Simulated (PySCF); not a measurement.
**`Cl[C@@H]1[C@H](C=C)C=C1F`, C$_{6}$H$_{6}$ClF**

Geometry:
```csv
atom,x (Å),y (Å),z (Å)
C1,2.163,-1.052,0.183
C2,0.879,-0.812,0.370
C3,0.203,0.450,-0.048
C4,-0.790,1.016,0.952
C5,-1.823,0.816,0.145
F6,-3.130,1.049,0.232
C7,-1.031,0.280,-1.004
Cl8,-1.404,-1.379,-1.519
H9,2.813,-0.337,-0.295
H10,2.617,-1.975,0.498
H11,0.241,-1.540,0.850
H12,0.933,1.170,-0.424
H13,-0.660,1.415,1.939
H14,-1.011,0.898,-1.902
```

Computed, not measured: TDDFT PBE0/def2-SVPD circular dichroism and optical rotation, one conformer, gas phase (PySCF). Geometry: GFN2-xTB.

The molecule is flexible and this is one conformer; a measurement averages over conformers. States above about 7.7 eV lie in this functional's continuum (it starts at minus the energy of the highest occupied orbital, well below the true ionisation energy for most functionals) and depend on the basis. Singlets 8 and 9 lie within 0.01 eV of each other, so their separate moments and overlaps can depend on how they mix.

(1) Assign R or S to each stereocentre.

(2) List the lowest 12 singlet excitations with oscillator and rotatory strengths.

Answers

(1) C3 R, C7 R.

(2) Rotatory strengths R in 10⁻⁴⁰ esu² cm², velocity form and length form (origin at the centre of mass); f in length form.
| state | E (eV) | λ (nm) | f | R (velocity) | R (length) | main |
| --- | --- | --- | --- | --- | --- | --- |
| 1 | 6.11 | 203 | 0.052 | -0.9 | +0.2 | HOMO→LUMO 0.86 |
| 2 | 6.53 | 190 | 0.051 | -7.0 | -6.6 | HOMO−1→LUMO 0.61, HOMO→LUMO+1 0.22 |
| 3 | 6.69 | 185 | 0.011 | -11.8 | -11.7 | HOMO−2→LUMO 0.53, HOMO−3→LUMO 0.21 |
| 4 | 6.77 | 183 | 0.016 | -15.6 | -15.5 | HOMO−3→LUMO 0.38, HOMO−2→LUMO 0.36 |
| 5 | 6.94 | 179 | 0.066 | +35.0 | +35.8 | HOMO−3→LUMO 0.32, HOMO→LUMO+1 0.25 |
| 6 | 7.27 | 171 | 0.057 | -25.9 | -26.2 | HOMO→LUMO+2 0.65, HOMO−1→LUMO+1 0.17 |
| 7 | 7.34 | 169 | 0.084 | +158.5 | +160.3 | HOMO−2→LUMO+1 0.41, HOMO→LUMO+2 0.20 |
| 8 | 7.50 | 165 | 0.004 | +30.2 | +27.3 | HOMO−3→LUMO+1 0.66, HOMO→LUMO+3 0.09 |
| 9 | 7.51 | 165 | 0.017 | -4.0 | -4.2 | HOMO→LUMO+3 0.53, HOMO−3→LUMO+1 0.20 |
| 10 | 7.57 | 164 | 0.164 | -40.0 | -39.2 | HOMO−2→LUMO+1 0.33, HOMO−1→LUMO+1 0.20 |
| 11 | 7.77 | 160 | 0.129 | -37.9 | -39.3 | HOMO→LUMO+4 0.24, HOMO→LUMO+3 0.19 |
| 12 | 7.79 | 159 | 0.012 | -13.9 | -14.3 | HOMO−1→LUMO+2 0.41, HOMO→LUMO+4 0.41 |

For state 1 the two forms differ in sign, so the sign of R isn't settled.

Among the states computed, the strongest CD band (largest |R|) is state 7. The largest dissymmetry factor in size, g = 4R/(D+G), with D and G the electric and magnetic dipole strengths, is +0.074 for state 8 (velocity form, f = 0.005), among bands with |R| over 0.5. The mirror image has the same energies and oscillator strengths and all R with the opposite sign.
